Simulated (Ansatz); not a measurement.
Stepwise reaction of `C[O][Al]([F])[O]C` with hydrogen, as a gas-phase model of exchange steps in deposition or etching. ΔE in kJ/mol.

Calculated with Ansatz (gas phase, PBE0-D4/def2-TZVP geometries, no zero-point term in ΔE). CCSD(T)/CBS is the MP2 limit (def2-TZVPP, def2-QZVPP) plus CCSD(T) − MP2 in def2-TZVPP, frozen cores. This one scheme is used for every species. Functionals use def2-TZVPP. B3LYP here is the variant with VWN-RPA as its local correlation; programs differ in this. Each species was taken in one conformer, which may not be the lowest.

```json
{"step": "2", "reaction": "`C[O][AlH][F]` + H₂ → `[F][AlH2]` + CH₃OH", "PBE-D4": "118.2", "B3LYP-D4": "125.2", "ωB97M-V": "121.4", "CCSD(T)/CBS": "122.7"}
```

(1) Give the row of step 1, `C[O][Al]([F])[O]C` + H₂ → `C[O][AlH][F]` + CH₃OH. (Estimate.)

(2) By hand: ΔE of the 2 steps together at CCSD(T)/CBS.

Results:

(1) Ansatz gave: 
| step | reaction | PBE-D4 | B3LYP-D4 | ωB97M-V | CCSD(T)/CBS |
| --- | --- | --- | --- | --- | --- |
| 1 | `C[O][Al]([F])[O]C` + H₂ → `C[O][AlH][F]` + CH₃OH | 91.1 | 100.8 | 95.7 | 99.9 |

(2) (99.9) + (122.7) = 222.6 kJ/mol, or 111.3 kJ/mol a step.

In ΔE each step is higher than the one before. All are uphill at CCSD(T)/CBS. PBE-D4 differs from CCSD(T)/CBS by -8.8 to -4.5 kJ/mol a step. Isolated molecules leave out the surface, adducts and barriers. Largest T1 diagnostic: 0.013.
